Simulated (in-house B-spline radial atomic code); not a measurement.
Settings and results of a run for Pm XXVII (Pm26+). Method: Dirac-Hartree-Fock, average of the jj configuration, Fermi nucleus of rms radius 4.962 fm. Calculated with a B-spline radial code for spherical atoms.

In the input, a minus or plus after the letter marks the j = l - 1/2 or j = l + 1/2 subshell.

Command:
```bash
python run_scf.py task.json out
```
Settings (nuclear radius in fm, mass in u):
```
Z                61
configuration    1s2 2s2 2p6 3s2 3p6 3d10 4s2 4p-2 4p+3
hamiltonian      dirac
method           hf
spin_polarised   False
nucleus          fermi
rms_radius       4.962
atomic_mass      144.91276
speed_of_light   137.035999084
```

Output (hartree, bohr):
```
 radial grid: 60 intervals, B-splines of order 8, outer radius 3.8951 bohr

 iter        energy (Eh)    residual
    1       -9617.637977    5.73e+00
    2       -9699.480029    1.15e+00
    3       -9702.999085    4.62e-01
    4       -9703.560185    1.85e-01
    5       -9703.660187    3.71e-02
    6       -9703.664904    4.79e-04
    7       -9703.664905    3.55e-05
    8       -9703.664905    9.58e-07
    9       -9703.664905    2.12e-08

 total energy                     -9703.66490
 kinetic                           10517.6438
 electron-nucleus                 -22610.6252
 electron-electron                  2389.3165

 first-order corrections (not in the total)
   Gaunt                             9.6992
   retardation                      -1.0058
   frequency dependence             -0.1227
   self-energy                       6.8212
   Uehling                          -1.0524
   Wichmann-Kroll                    0.0307
   recoil                            0.0245

 orbital      occ     eigenvalue          <r>       <r^2>       <1/r>       <r^4>       r_max    small
 1s1/2      2.000     -1701.6954    0.0231754 0.000731525     67.4182 1.41858e-06     0.01479  5.13e-02
 2s1/2      2.000      -307.0136    0.0982517   0.0114538      16.028 0.000227324     0.08383  1.13e-02
 2p1/2      2.000      -291.7945    0.0824375  0.00838688     15.9638 0.000142775     0.06375  1.13e-02
 2p3/2      4.000      -271.0922    0.0888998  0.00962234      14.301  0.00018218     0.06924  1.05e-02
 3s1/2      2.000       -91.8745     0.256454   0.0751831     5.89621  0.00848842      0.2369  3.62e-03
 3p1/2      2.000       -85.3837     0.246138   0.0703113     5.80227  0.00775679      0.2241  3.55e-03
 3p3/2      4.000       -81.0024     0.258252   0.0772117     5.38259  0.00930448      0.2356  3.34e-03
 3d3/2      4.000       -69.9342     0.229809   0.0619475     5.23747  0.00674862      0.1882  3.20e-03
 3d5/2      6.000       -68.9891       0.2335   0.0638102     5.13357  0.00711729      0.1914  3.14e-03
 4s1/2      2.000       -39.1786     0.540955    0.328065     2.67247    0.149494      0.5241  1.35e-03
 4p1/2      2.000       -36.3955     0.544546    0.334483     2.59714    0.157858      0.5253  1.30e-03
 4p3/2      3.000       -35.2088     0.562368    0.356614     2.47762     0.17892      0.5446  1.26e-03
```


For the Dirac Hamiltonian the kinetic term is c α·p + (β - 1)c².
